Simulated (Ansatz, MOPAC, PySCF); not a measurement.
System: BI2 (charge +1, singlet). SMILES of the parent species: I[B]I
Geometry: optimised at B3LYP-D3(BJ)/def2-TZVP (Ansatz, a quantum-chemistry and plane-wave program).

Unscaled harmonic wavenumbers (cm⁻¹) in rising order, each level at the stationary point that it reaches from this structure (no distance between atoms moves by over 0.3 Å); the order of modes can differ between levels, and a negative number is imaginary. B3LYP-D3(BJ)/def2-TZVP (PySCF, at the structure above): 228, 230, 230, 1088.

PM6 (MOPAC): 194, 194, 198, 978. Zero-point energy 2.2 against 2.5 kcal/mol; where all levels lie over 400 cm⁻¹, the wavenumbers are on average 0.899 times those of B3LYP-D3(BJ)/def2-TZVP.

PM7 (MOPAC): 230, 230, 255, 1088. Zero-point energy 2.6 against 2.5 kcal/mol; where all levels lie over 400 cm⁻¹, the wavenumbers are on average 1.000 times those of B3LYP-D3(BJ)/def2-TZVP.

HF/3-21G (Ansatz): 214, 250, 250, 1057. Zero-point energy 2.5 against 2.5 kcal/mol; where all levels lie over 400 cm⁻¹, the wavenumbers are on average 0.972 times those of B3LYP-D3(BJ)/def2-TZVP.

HF/6-31G* with LANL2DZ past Ar (Ansatz): 224, 235, 235, 1056. Zero-point energy 2.5 against 2.5 kcal/mol; where all levels lie over 400 cm⁻¹, the wavenumbers are on average 0.971 times those of B3LYP-D3(BJ)/def2-TZVP.
